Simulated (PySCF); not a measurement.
## What builds the second ionisation energy along the second row

Calculated with PySCF 2.14 from differences of total energies of unrestricted determinants, without spin-orbit coupling. Each column adds one step, in eV (sums use unrounded values): valence MP2, valence CCSD, valence triples, then the next inner shell at CCSD(T) (B 1s, C 1s, N 1s, O 1s, F 1s, Ne 1s). References (NIST) marked * lie between the lowest fine-structure levels; the others compare directly ((s) semi-empirical, (t) theoretical).

```csv
element,UHF,+ MP2,+ CCSD,+ (T),+ inner shell,sum,reference
"B [He] 2s2 → [He] 2s1 (dyall-acv3z, non-relativistic)",23.443,1.025,0.636,0.000,0.028,25.131,25.155
"C [He] 2s2 2p1 → [He] 2s2 (dyall-acv3z, non-relativistic)",24.171,0.213,-0.167,0.032,0.036,24.287,24.378
"N [He] 2s2 2p2 → [He] 2s2 2p1 (dyall-acv3z, non-relativistic)",29.209,0.420,-0.156,0.017,0.032,29.522,29.601 (s) *
"O [He] 2s2 2p3 → [He] 2s2 2p2 (dyall-acv3z, non-relativistic)",34.578,0.635,-0.180,0.011,0.029,35.072,35.121 *
"F [He] 2s2 2p4 → [He] 2s2 2p3 (dyall-acv3z, non-relativistic)",33.390,1.256,0.037,0.029,0.022,34.734,34.950
"Ne [He] 2s2 2p5 → [He] 2s2 2p4 (dyall-acv3z, non-relativistic)",39.272,1.521,-0.070,0.035,0.020,40.778,40.963 *
```

What remains against the references is mostly basis incompleteness and, for starred values, spin-orbit coupling.

Q: What share of the correlation contribution for Ne comes from the inner shell?

A: The four steps add to 1.506 eV, of which the inner shell gives 0.020 eV, or 1 %.
